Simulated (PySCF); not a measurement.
Ho²⁺ (holmium, charge +2) across methods

[Xe] 4f10 6s1, one real determinant (an excited configuration). All numbers are calculated (PySCF 2.14, the spin-free X2C one-electron Hamiltonian (Gaussian nucleus), in x2c-TZVPPall (11s7p7d4f2g, 113 functions)).

```json
{"method": "PBE0", "E (hartree)": "-12614.91", "mean ε 4f α (eV)": "-31.079", "mean ε 4f β (eV)": "-28.054", "mean ε 6s α (eV)": "-17.815", "Σ⟨r²⟩ (bohr²)": "46.11", "⟨S²⟩": "8.752"}
{"method": "LDA", "E (hartree)": "-12606.29", "mean ε 4f α (eV)": "-28.079", "mean ε 4f β (eV)": "-25.174", "mean ε 6s α (eV)": "-17.518", "Σ⟨r²⟩ (bohr²)": "45.99", "⟨S²⟩": "8.751"}
{"method": "PBE", "E (hartree)": "-12615.05", "mean ε 4f α (eV)": "-27.739", "mean ε 4f β (eV)": "-25.129", "mean ε 6s α (eV)": "-17.226", "Σ⟨r²⟩ (bohr²)": "46.09", "⟨S²⟩": "8.751"}
{"method": "r2SCAN", "E (hartree)": "-12615.28", "mean ε 4f α (eV)": "-28.032", "mean ε 4f β (eV)": "-25.388", "mean ε 6s α (eV)": "-17.354", "Σ⟨r²⟩ (bohr²)": "46.11", "⟨S²⟩": "8.752"}
```

⟨L²⟩ = 34.01 against 42 for a pure I term, so this real determinant mixes terms. Spin-orbit coupling, absent here, splits the open shell strongly.
